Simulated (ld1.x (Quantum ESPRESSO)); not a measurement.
## Ga (Z = 31), TM: configuration errors across variants

```
Element                 : Ga (Z = 31)
Generator               : ld1.x (Quantum ESPRESSO) 7.5
Type                    : norm-conserving Troullier–Martins (Kleinman–Bylander form)
Functional              : PBE
Relativity              : scalar-relativistic
Frozen core             : [Ar]
Valence charge          : 13
Reference configuration : 3d10 4s1 4p0 (charge +2)
Partial waves           : 4s (bound): rc 1.50 bohr; 3d (bound): rc 1.40 bohr; 4p (bound, empty): rc 2.05 bohr
Local potential         : the p channel
Core correction         : a·sin(br)/r model core inside 1.45 bohr
```

All-electron excitation energies from the reference (eV): (1) 3d10 4s2 4p1 -26.816; (2) 3d10 4s2 4p0 -21.128; (3) 3d10 4s0 4p0 31.272; (4) 3d10 4s1 4p1 -13.756; (5) 3d10 4s1 4p2 -20.278; (6) 3d9 4s2 4p1 0.880; (7) 3d9 4s0 4p0 95.149.

Tests that are not counted but printed errors over 1 eV. “wave 4s (bound): rc 1.50 bohr becomes 4s (bound): rc 1.00 bohr”: 3d10 4s1 4p2 (solver errors, printed error -1737 eV).

2 further variants failed, have other tests or too few solved ones, and are left out.

A true bound ghost makes a file unfit for plane-wave use even where its test errors are small: the radial tests pick states by their node count and pass the ghost by. Where a test does run into it, the solver fails or the error is huge.

Errors AE − PS in meV (a dash: test not solved or not reliable):

| change | (1) | (2) | (3) | (4) | (5) | (6) | (7) | bound ghosts |
| --- | --- | --- | --- | --- | --- | --- | --- | --- |
| base | -17 | -11 | -5.0 | -1.7 | -3.3 | -591 | -561 | s |
| wave 4s (bound): rc 1.50 bohr becomes 4s (bound): rc 1.00 bohr | +23 | +34 | +192 | +0.8 | – | -388 | -585 | s |
| wave 4s (bound): rc 1.50 bohr becomes 4s (bound): rc 1.14 bohr | -0.3 | +2.9 | -2.2 | -1.8 | -3.9 | -345 | -720 | s |
| wave 4s (bound): rc 1.50 bohr becomes 4s (bound): rc 1.26 bohr | -12 | -5.9 | -0.2 | -2.2 | -4.6 | -437 | -652 | s |
| wave 4s (bound): rc 1.50 bohr becomes 4s (bound): rc 1.40 bohr | -17 | -9.9 | -3.3 | -2.0 | -3.9 | -543 | -591 | s |
| wave 4s (bound): rc 1.50 bohr becomes 4s (bound): rc 1.60 bohr | -17 | -11 | -5.4 | -1.6 | -3.0 | -608 | -549 | s |
| wave 4s (bound): rc 1.50 bohr becomes 4s (bound): rc 2.22 bohr | -17 | -13 | -18 | -0.8 | -1.7 | – | -663 | none |

Question: Give the same row for: wave 4s (bound): rc 1.50 bohr becomes 4s (bound): rc 1.96 bohr.

Answer: -17, -11, -7.2, -1.5, –, -588, -569; bound ghosts: s.
